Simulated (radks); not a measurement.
Results of a calculation; reference values are marked as such.
The iodine ion I2+ inside a hard spherical wall (all orbitals vanish at R), configuration held at [Kr] 4d10 5s2 5p3 and not refilled when levels cross. Code: a radial shooting solver on a logarithmic mesh with Libxc functionals. Model: scalar-relativistic Kohn-Sham, PBE, spin-polarised, spherical densities, finite nucleus; open shells are filled with parallel spins first (spin-orbit coupling, left out, can overturn this in heavy ions); Fermi nuclear charge, rms radius 4.75 fm. Eigenvalues in eV for spin up, with the zero of energy where the potential of the charges vanishes at infinity; a dash marks a level that is unbound or too diffuse for the functional's potential to be trusted. A positive occupied level is held by the wall or, in an anion where self-interaction has pushed it up, behind a barrier. The pressure on the wall is -dE/dV.

R (bohr)	E (hartree)	kinetic (hartree)	e(4p)	e(4d)	e(5s)	e(5p)	e(5d, empty)	e(6s, empty)	pressure (GPa)
free	-7115.09645	7468.003	-147.90	-70.608	-36.974	-25.488	-11.699	-11.300	0
20	-7115.09645	7468.003	-147.90	-70.608	-36.974	-25.488	-11.699	-11.300	< 0.0001
15	-7115.09645	7468.003	-147.90	-70.608	-36.974	-25.488	-11.699	-11.300	< 0.0001
12	-7115.09645	7468.003	-147.90	-70.608	-36.974	-25.488	-11.699	-11.299	< 0.0001
8	-7115.09642	7468.004	-147.90	-70.607	-36.973	-25.487	-11.657	-11.083	0.00209
7	-7115.09620	7468.007	-147.89	-70.596	-36.965	-25.478	-11.542	-10.608	0.0274
5	-7115.07570	7468.201	-147.37	-70.094	-36.592	-25.014	-9.796	-5.085	4.09
4	-7114.93248	7469.178	-145.39	-68.182	-35.027	-22.913	-5.137	7.530	48.7
3.5	-7114.64498	7470.768	-142.84	-65.741	-32.638	-19.668	0.775	22.411	174
3	-7113.84699	7474.538	-138.09	-61.232	-27.071	-12.275	12.730	51.005	669
2	-7103.56859	7514.490	-109.11	-32.431	29.398	55.914	101.56	245.69	16800
